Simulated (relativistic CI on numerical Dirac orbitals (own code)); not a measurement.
Ho31+: computed level list

These numbers are calculated, not measured: Dirac-Coulomb-Breit CI, orbitals from a KLI potential per configuration, model QED (radiative potential, 1s self-energy scaled to tabulated hydrogen-like ionisation energies), unscaled Slater integrals (own radial code, finite nucleus).

Configuration list (outside the closed core [Ar] 3d10): 4s2 4p6, 4s2 4p5 4d, 4s 4p6 4d, 4s2 4p5 4f, 4s 4p6 4f, 4s2 4p5 5s, 4p6 4d 4f, 4s2 4p5 5p, 4p6 4d2, 4p5 4d3, 4p5 4d2 4f, 4p5 4d2 5s, 4p5 4d2 5p, 4p6 4f2, 4p5 4d 4f2, 4p5 4f3, 4p5 4f2 5s, 4p5 4f2 5p. Double excitations out of closed p, d and f shells are left out; levels of such configurations are missing from the list, as are those of other unlisted configurations, and high levels can miss mixing partners.

| No. | Configuration | Term | J | E (10³ cm⁻¹) | % | jj configuration (%) |
| --- | --- | --- | --- | --- | --- | --- |
| 1 | 4s2 4p6 | 1S | 0 | 0.0 | 100 | closed (100) |
| 2 | 4s2 4p5 4d | 3P° | 0 | 1001.1 | 100 | 4p3/2^3 4d3/2 (100) |
| 3 | 4s2 4p5 4d | 3P° | 1 | 1029.1 | 79 | 4p3/2^3 4d3/2 (90) |
| 4 | 4s2 4p5 4d | 3F° | 3 | 1053.7 | 60 | 4p3/2^3 4d3/2 (99) |
| 5 | 4s2 4p5 4d | 3D° | 2 | 1063.2 | 53 | 4p3/2^3 4d3/2 (97) |
| 6 | 4s2 4p5 4d | 3F° | 4 | 1116.9 | 100 | 4p3/2^3 4d5/2 (100) |
| 7 | 4s2 4p5 4d | 1D° | 2 | 1134.7 | 48 | 4p3/2^3 4d5/2 (97) |
| 8 | 4s2 4p5 4d | 3D° | 3 | 1174.5 | 67 | 4p3/2^3 4d5/2 (99) |
| 9 | 4s2 4p5 4d | 3D° | 1 | 1273.2 | 56 | 4p3/2^3 4d5/2 (75) |
| 10 | 4s2 4p5 4d | 3F° | 2 | 1469.9 | 70 | 4p1/2 4p3/2^4 4d3/2 (99) |
| 11 | 4s2 4p5 4d | 3D° | 2 | 1565.0 | 41 | 4p1/2 4p3/2^4 4d5/2 (99) |
| 12 | 4s2 4p5 4d | 3F° | 3 | 1581.6 | 39 | 4p1/2 4p3/2^4 4d5/2 (100) |
| 13 | 4s2 4p5 4d | 1P° | 1 | 1648.3 | 72 | 4p1/2 4p3/2^4 4d3/2 (85) |
| 14 | 4s 4p6 4d | 3D | 1 | 2175.9 | 81 | 4s 4d3/2 (81) |
| 15 | 4s 4p6 4d | 3D | 2 | 2204.8 | 78 | 4s 4d3/2 (70) |
| 16 | 4s 4p6 4d | 3D | 3 | 2274.8 | 83 | 4s 4d5/2 (83) |
| 17 | 4s 4p6 4d | 1D | 2 | 2365.9 | 90 | 4s 4d5/2 (68) |
| 18 | 4s2 4p5 4f | 3G | 4 | 2428.6 | 60 | 4p3/2^3 4f5/2 (99) |
| 19 | 4s2 4p5 4f | 3G | 5 | 2431.2 | 100 | 4p3/2^3 4f7/2 (100) |
| 20 | 4s2 4p5 4f | 3D | 1 | 2444.6 | 81 | 4p3/2^3 4f5/2 (81) |
| 21 | 4s2 4p5 4f | 3F | 3 | 2453.5 | 39 | 4p3/2^3 4f5/2 (97) |
| 22 | 4s2 4p5 4f | 3D | 2 | 2461.4 | 50 | 4p3/2^3 4f5/2 (73) |
| 23 | 4s2 4p5 4f | 3F | 4 | 2479.7 | 67 | 4p3/2^3 4f7/2 (99) |
| 24 | 4s2 4p5 4f | 3D | 3 | 2482.6 | 37 | 4p3/2^3 4f7/2 (84) |
| 25 | 4s2 4p5 4f | 1D | 2 | 2510.5 | 58 | 4p3/2^3 4f7/2 (81) |
| 26 | 4s2 4p5 4f | 3G | 3 | 2855.7 | 69 | 4p1/2 4p3/2^4 4f5/2 (99) |
| 27 | 4s2 4p5 4f | 3D | 3 | 2886.3 | 48 | 4p1/2 4p3/2^4 4f7/2 (98) |
| 28 | 4s2 4p5 4f | 3G | 4 | 2887.3 | 37 | 4p1/2 4p3/2^4 4f7/2 (100) |
| 29 | 4s2 4p5 4f | 3F | 2 | 2904.6 | 43 | 4p1/2 4p3/2^4 4f5/2 (99) |
| 30 | 4s 4p6 4f | 3F° | 2 | 3613.5 | 100 | 4s 4f5/2 (100) |

Energies count from the lowest computed level; ° marks odd parity. Filled j subshells are mostly left out of the jj labels.

The mean weight of the leading LS term, summed over parents, in these 30 levels is 67 %, and that of the leading jj configuration (from the same eigenvectors) 92 %, so jj coupling describes them better and the LS labels are nominal.

At this charge energies of transitions that change n are usually good to better than 1 %, and those within a shell (Δn = 0) to a few per cent.

LS names give the leading component of a level, which can be under half, so a name can repeat, a term be missing and a line seem to break the LS rules.
